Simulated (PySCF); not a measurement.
PySCF input file for ClFGeH₂O₂, SMILES [F][Ge]([OH])([Cl])[OH], TDDFT-PBE0/def2-SVPD. Geometry optimised at B3LYP-D3(BJ)/def2-SVP. This is a generated structure with no PubChem entry under its InChIKey; it may be hypothetical. Other conformers were not sampled.

```python
import numpy as np
from pyscf import gto, scf, dft, tdscf

mol = gto.M(
    atom='''
    O    -0.43533880    1.77822060    0.40272802
    Ge   -0.20026247    0.05575219    0.14917949
    O    -1.68521199   -0.62441964   -0.47382866
    F     0.20799707   -0.64372531    1.68226028
    Cl    1.39358799   -0.42549393   -1.18503273
    H     0.27562212    2.19147427    0.91311510
    H    -2.46578612   -0.17902773   -0.11283967
    ''',
    basis='def2-SVPD',
    charge=0,
    spin=0,
    max_memory=1600,
    verbose=4,
)
mf = dft.RKS(mol, xc='pbe0').density_fit(auxbasis='def2-universal-jkfit')
mf.grids.level = 3
mf.conv_tol = 1e-9
mf.max_cycle = 100
mf.kernel()
mf.grids = dft.Grids(mol).set(level=1).build(with_non0tab=True)  # coarser grid for the response kernel
td = tdscf.TDDFT(mf)
td.singlet = True
td.nstates = 10
td.conv_tol = 1e-4
td.positive_eig_threshold = 1e-6
td.kernel(x0=td.get_init_guess(mf, 15))
td.analyze()
tt = tdscf.TDA(mf)
tt.singlet = False
tt.nstates = 4
tt.conv_tol = 1e-4
tt.positive_eig_threshold = 1e-6
tt.kernel(x0=tt.get_init_guess(mf, 9))
tt.analyze(verbose=3)
```

Log of the run:

```
PySCF version 2.14.0

[INPUT] verbose = 4
[INPUT] num. atoms = 7
[INPUT] num. electrons = 76
[INPUT] charge = 0
[INPUT] spin (= nelec alpha-beta = 2S) = 0
[INPUT] symmetry False subgroup None
[INPUT] Mole.unit = angstrom
[INPUT] Symbol           X                Y                Z      unit          X                Y                Z       unit  Magmom
[INPUT]  1 O     -0.435338800000   1.778220600000   0.402728020000 AA   -0.822671103397   3.360349923060   0.761045660488 Bohr   0.0
[INPUT]  2 Ge    -0.200262470000   0.055752190000   0.149179490000 AA   -0.378441221329   0.105356369945   0.281908379502 Bohr   0.0
[INPUT]  3 O     -1.685211990000  -0.624419640000  -0.473828660000 AA   -3.184589122933  -1.179982106400  -0.895406397370 Bohr   0.0
[INPUT]  4 F      0.207997070000  -0.643725310000   1.682260280000 AA    0.393057497012  -1.216464535351   3.179011199434 Bohr   0.0
[INPUT]  5 Cl     1.393587990000  -0.425493930000  -1.185032730000 AA    2.633499631583  -0.804066995365  -2.239387308346 Bohr   0.0
[INPUT]  6 H      0.275622120000   2.191474270000   0.913115100000 AA    0.520850320672   4.141286179331   1.725537459205 Bohr   0.0
[INPUT]  7 H     -2.465786120000  -0.179027730000  -0.112839670000 AA   -4.659660448554  -0.338313378403  -0.213236072286 Bohr   0.0

nuclear repulsion = 520.954429922091
number of shells = 60
number of NR pGTOs = 244
number of NR cGTOs = 150
basis = def2-SVPD
ecp = {}


[settings echo left out]
init E= -2787.30178716089
  HOMO = -0.389420482017902  LUMO = -0.097734884479721  gap/eV = 7.93717
cycle= 1 E= -2787.38322407376  delta_E= -0.0814  |g|= 1.11  |ddm|= 3.47
  HOMO = -0.251511814507144  LUMO = -0.0472631513834139  gap/eV = 5.55789
cycle= 2 E= -2787.03907307341  delta_E= 0.344  |g|= 1.79  |ddm|= 3.02
  HOMO = -0.34979612421672  LUMO = -0.0574937547599812  gap/eV = 7.95395
cycle= 3 E= -2787.59643842839  delta_E= -0.557  |g|= 0.0971  |ddm|= 1.89
  HOMO = -0.363644335117029  LUMO = -0.0538706994430425  gap/eV = 8.42937
cycle= 4 E= -2787.59804673619  delta_E= -0.00161  |g|= 0.0584  |ddm|= 0.183
  HOMO = -0.362552946537541  LUMO = -0.0541945909420929  gap/eV = 8.39086
cycle= 5 E= -2787.59868032106  delta_E= -0.000634  |g|= 0.0133  |ddm|= 0.0617
  HOMO = -0.36098723470365  LUMO = -0.0536632801088119  gap/eV = 8.36271
cycle= 6 E= -2787.59870943973  delta_E= -2.91e-05  |g|= 0.00468  |ddm|= 0.0156
  HOMO = -0.361156832114528  LUMO = -0.0535564958372268  gap/eV = 8.37023
cycle= 7 E= -2787.59871338834  delta_E= -3.95e-06  |g|= 0.000852  |ddm|= 0.00502
  HOMO = -0.361229245015779  LUMO = -0.0536443405173483  gap/eV = 8.36981
cycle= 8 E= -2787.59871353164  delta_E= -1.43e-07  |g|= 0.000187  |ddm|= 0.00123
  HOMO = -0.361206014441388  LUMO = -0.0536337018577253  gap/eV = 8.36947
cycle= 9 E= -2787.59871353736  delta_E= -5.72e-09  |g|= 0.000108  |ddm|= 0.000283
  HOMO = -0.36120314882035  LUMO = -0.0536319006128236  gap/eV = 8.36944
cycle= 10 E= -2787.5987135395  delta_E= -2.15e-09  |g|= 2.5e-05  |ddm|= 0.000109
  HOMO = -0.361205585998703  LUMO = -0.0536320551579497  gap/eV = 8.36950
cycle= 11 E= -2787.59871353964  delta_E= -1.34e-10  |g|= 4.38e-06  |ddm|= 2.95e-05
  HOMO = -0.361205501350687  LUMO = -0.0536322452659332  gap/eV = 8.36949
Extra cycle  E= -2787.59871353963  delta_E= 3.64e-12  |g|= 4.43e-06  |ddm|= 8.53e-06
converged SCF energy = -2787.59871353963
tot grids = 34336
Overwritten attributes  positive_eig_threshold  of <class 'pyscf.tdscf.rks.TDDFT'>


******** <class 'pyscf.tdscf.rks.TDDFT'> for <class 'pyscf.df.df_jk.DFRKS'> ********
nstates = 10 singlet
deg_eia_thresh = 1.000e-03
wfnsym = None
conv_tol = 0.0001
eigh lindep = 1e-12
eigh level_shift = 0
eigh max_cycle = 100


Excitation energies (eV)
[6.87007404 6.94832895 7.26661487 7.58996129 8.32433194 8.44708479
 8.84991154 9.02198513 9.07559884 9.12300028]

** Singlet excitation energies and oscillator strengths **
Excited State   1:      6.87007 eV    180.47 nm  f=0.0139
      38 -> 39        0.68798
Excited State   2:      6.94833 eV    178.44 nm  f=0.0164
      37 -> 39       -0.68246
Excited State   3:      7.26661 eV    170.62 nm  f=0.0122
      36 -> 39        0.68739
Excited State   4:      7.58996 eV    163.35 nm  f=0.0899
      35 -> 39       -0.68877
Excited State   5:      8.32433 eV    148.94 nm  f=0.1323
      34 -> 39        0.66850
Excited State   6:      8.44708 eV    146.78 nm  f=0.0781
      33 -> 39       -0.67485
Excited State   7:      8.84991 eV    140.10 nm  f=0.0005
      32 -> 39       -0.15371
      35 -> 40        0.15486
      36 -> 40       -0.16941
      37 -> 40        0.16520
      38 -> 40        0.60523
Excited State   8:      9.02199 eV    137.42 nm  f=0.0025
      32 -> 39        0.15620
      35 -> 41       -0.19588
      36 -> 40       -0.12025
      36 -> 41       -0.31442
      37 -> 40        0.22741
      37 -> 41        0.43990
      38 -> 41       -0.24221
Excited State   9:      9.07560 eV    136.61 nm  f=0.0398
      32 -> 39        0.50175
      36 -> 41        0.10591
      37 -> 40       -0.38164
      38 -> 40        0.19202
Excited State  10:      9.12300 eV    135.90 nm  f=0.0334
      32 -> 39       -0.35194
      35 -> 40       -0.12783
      36 -> 41       -0.14861
      37 -> 40       -0.46116
      38 -> 41       -0.25969

** Transition electric dipole moments (AU) **
state          X           Y           Z        Dip. S.      Osc.
  1        -0.1907      0.2011      0.0759      0.0826      0.0139
  2        -0.0675     -0.2495     -0.1715      0.0962      0.0164
  3         0.2141      0.0912      0.1190      0.0683      0.0122
  4         0.2471      0.3297     -0.5602      0.4836      0.0899
  5        -0.4062      0.6326      0.2887      0.6485      0.1323
  6        -0.5843     -0.1252     -0.1424      0.3773      0.0781
  7        -0.0104     -0.0402     -0.0233      0.0023      0.0005
  8        -0.0094      0.1056     -0.0129      0.0114      0.0025
  9        -0.2540      0.0034      0.3386      0.1791      0.0398
 10         0.1122      0.0040     -0.3699      0.1494      0.0334

** Transition velocity dipole moments (imaginary part, AU) **
state          X           Y           Z        Dip. S.      Osc.
  1        -0.0489      0.0504      0.0198      0.0053      0.0141
  2        -0.0170     -0.0645     -0.0441      0.0064      0.0167
  3         0.0580      0.0254      0.0319      0.0050      0.0125
  4         0.0703      0.0937     -0.1578      0.0386      0.0923
  5        -0.1254      0.2003      0.0910      0.0641      0.1397
  6        -0.1885     -0.0407     -0.0460      0.0393      0.0844
  7        -0.0046     -0.0139     -0.0075      0.0003      0.0006
  8        -0.0028      0.0356     -0.0039      0.0013      0.0026
  9        -0.0836      0.0019      0.1161      0.0205      0.0409
 10         0.0384      0.0017     -0.1256      0.0172      0.0343

** Transition magnetic dipole moments (imaginary part, AU) **
state          X           Y           Z
  1        -0.1297     -0.0248     -0.1590
  2         0.1046     -0.2114      0.0279
  3         0.1692     -0.1253     -0.1525
  4         0.0967      0.0426      0.2005
  5         0.1688      0.0382     -0.1603
  6         0.0849      0.2695     -0.1752
  7        -0.4216      0.1069     -0.5683
  8        -0.1447      0.5011      0.2156
  9        -0.1045     -0.2691      0.1852
 10         0.2391     -0.1438      0.1219
Overwritten attributes  positive_eig_threshold  of <class 'pyscf.tdscf.rks.TDA'>


******** <class 'pyscf.tdscf.rks.TDA'> for <class 'pyscf.df.df_jk.DFRKS'> ********
nstates = 4 triplet
deg_eia_thresh = 1.000e-03
wfnsym = None
conv_tol = 0.0001
eigh lindep = 1e-12
eigh level_shift = 0
eigh max_cycle = 100


Excitation energies (eV)
[6.37954076 6.46373613 6.80373792 6.94039103]

** Triplet excitation energies and oscillator strengths **
Excited State   1:      6.37954 eV    194.35 nm  f=0.0000
Excited State   2:      6.46374 eV    191.82 nm  f=0.0000
Excited State   3:      6.80374 eV    182.23 nm  f=0.0000
Excited State   4:      6.94039 eV    178.64 nm  f=0.0000
```

Self-consistency was reached.
